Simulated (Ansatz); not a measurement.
Job for Ansatz (a program for electronic structure): U-CCSDT(Q)/cc-pVDZ on CH2O (SMILES [CH]O), 2S+1 = 3, a spin state set in the input, which need not be the lowest, at the other state's geometry.

Ansatz 0.2 input:
```yaml
crystal:
  periodic: [false, false, false]
  atoms:
    - {symbol: C, position_ang: [0.72521462, 0.19009731, -0.00119121]}
    - {symbol: O, position_ang: [-0.57347024, 0.06850294, 0.00167099]}
    - {symbol: H, position_ang: [1.15854634, -0.84267998, -0.00572219]}
    - {symbol: H, position_ang: [-0.92207215, -0.84592738, -0.00049847]}
basis:
  gaussian:
    orbitals: cc-pVDZ
magnetization: {spin_polarized: true, initial_magnetization: 2}
correlation: {method: ccsdt_q, electrons: outside_noble_gas}
scf: {omitted_lower_state_checks: [cluster_reference]}
```

The log:

```
WARN ansatz: RAYON_NUM_THREADS=1 ignored (pool sized by the plan → 1); use --threads N
Functional definition: HF
these checks for a lower state are left out or cut short: cluster_reference
integrals: 0.02 GiB planned
688 factors; integrals over basis functions are off by at most 1.6e-7 eV
mean field: 0.08 GiB planned
mean field evaluation 1: about -3093.9370 eV, gradient 1.6e1 eV
mean field evaluation 2: about -3093.9395 eV, gradient 1.6e1 eV
mean field evaluation 4: about -3095.5871 eV, gradient 3.3e0 eV
mean field evaluation 8: about -3095.7600 eV, gradient 2.8e-1 eV
mean field -3095.76187474 eV, -113.7671505141 hartree, gradient 2.0e-6 eV, S^2 2.009737; 0 other end points of the search recorded, 0 dependent functions left out
2 core orbitals not correlated
reference -3095.76187474 eV, -113.7671505141 hartree; 7, 5 occupied and 29, 31 virtual orbitals, 688 factors
second order -7.49559691 eV of doubles, -0.00000000 eV of singles
coupled cluster: 0.39 GiB planned
cycle   1  -7.79034315 eV  change   -2.9e-1 eV  update   7.0e-2
cycle   2  -8.10365989 eV  change   -3.1e-1 eV  update   2.8e-2
cycle   3  -8.26304745 eV  change   -1.6e-1 eV  update   1.9e-2
cycle   4  -8.24930651 eV  change    1.4e-2 eV  update   7.8e-3
cycle   5  -8.24697197 eV  change    2.3e-3 eV  update   4.7e-3
cycle   6  -8.25106545 eV  change   -4.1e-3 eV  update   1.7e-3
cycle   7  -8.25144363 eV  change   -3.8e-4 eV  update   9.6e-4
cycle   8  -8.25119610 eV  change    2.5e-4 eV  update   4.1e-4
cycle   9  -8.25119811 eV  change   -2.0e-6 eV  update   2.1e-4
cycle  10  -8.25119797 eV  change    1.4e-7 eV  update   7.6e-5
cycle  11  -8.25120998 eV  change   -1.2e-5 eV  update   3.3e-5
cycle  12  -8.25124341 eV  change   -3.3e-5 eV  update   1.5e-5
cycle  13  -8.25125280 eV  change   -9.4e-6 eV  update   7.1e-6
cycle  14  -8.25125777 eV  change   -5.0e-6 eV  update   3.6e-6
cycle  15  -8.25125948 eV  change   -1.7e-6 eV  update   1.9e-6
cycle  16  -8.25125889 eV  change    5.9e-7 eV  update   1.0e-6
perturbative correction -0.01641577 eV, -0.0006032683 hartree
Total energy: -3104.02954940 eV, -114.0709819538 hartree
Checks for a lower state left out: cluster_reference
```

The calculation finished and met its thresholds.

Cost: very roughly 22 core-seconds.
